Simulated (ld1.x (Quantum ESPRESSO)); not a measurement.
# What one change does to a pseudopotential (N, RRKJ)

```
Element                 : nitrogen
Generator               : ld1.x (Quantum ESPRESSO) 7.5
Type                    : norm-conserving RRKJ (Kleinman–Bylander form)
Functional              : PBE
Relativity              : scalar-relativistic
Frozen core             : [He]
Valence charge          : 5
Reference configuration : 2s2 2p3
Partial waves           : 2p (bound): rc 1.65 bohr; 3d channel at 0.05 Ry: rc 1.65 bohr; 2s (bound): rc 0.75 bohr
Local potential         : the s channel
Core correction         : none
rho0                    : 0.01
```

All-electron outer shells of the reference configuration (PBE, scalar-relativistic, ld1.x):

```
shell  level (eV)  outermost node (bohr)  outermost maximum (bohr)
   1s     -384.72                      –                      0.15
   2s      -18.58                   0.32                      1.02
   2p       -7.09                      –                      0.98
```

Change: wave 2s (bound): rc 0.75 bohr becomes 2s (bound): rc 0.54 bohr.

Cutoffs: the cutoffs (Ry, on a coarse ladder) from which the occupation-weighted sum of valence levels, in a spherical-Bessel basis at the reference potential, stays within 10 and 1 mRy of its value at 400 Ry; they do not see the model core or the augmentation charge, which bear on the density cutoff. Errors are all-electron minus pseudo energies relative to the spin-unpolarised reference configuration.

Task: How do hardness, ghosts and transferability respond?

Result: Of the 7 tests that both files solve, the error grows in 5 and shrinks in 0 by more than 15 % and 0.3 meV (median size 22.7 → 53.4 meV); the range in which the s phases agree narrows (upper end 4.3 → 3.2); neither file shows a bound ghost. That the errors move this way runs against the usual rule that smaller radii transfer better.

| quantity | base | changed |
| --- | --- | --- |
| cutoff, loose | 100 Ry | 300 Ry |
| cutoff, tight | 230 Ry | over 300 Ry |
| loose cutoff by channel (10 mRy a level) | p 35 Ry, s 50 Ry | p 35 Ry, s 300 Ry |
| bound ghosts | none | none |
| error for 2s2 2p2, meV [ΔE 13.59 eV] | +23 | +30 |
| error for 2s2 2p1, meV [ΔE 42.45 eV] | +238 | +294 |
| error for 2s2 2p0, meV [ΔE 89.53 eV] | +1084 | +1288 |
| error for 2s2 2p3.3, meV [ΔE -1.62 eV] | +0.3 | +0.5 |
| error for 2s1 2p4, meV [ΔE 11.51 eV] | +6.4 | +53 |
| error for 2s2 2p2.5, meV [ΔE 5.09 eV] | +2.8 | +4.1 |
| error for 2s1 2p0, meV [ΔE 167.35 eV] | +1816 | +1950 |
| s: phases at 1.80 bohr within 0.05 rad from the reference energy up to (Ry; the scan ends near 5) | 4.3 | 3.2 |
| p: phases at 1.80 bohr within 0.05 rad from the reference energy up to (Ry; the scan ends near 5) | 3.1 | 3.1 |
| d: phases at 1.80 bohr within 0.05 rad from the reference energy up to (Ry; the scan ends near 5) | to the end of the scan | to the end of the scan |
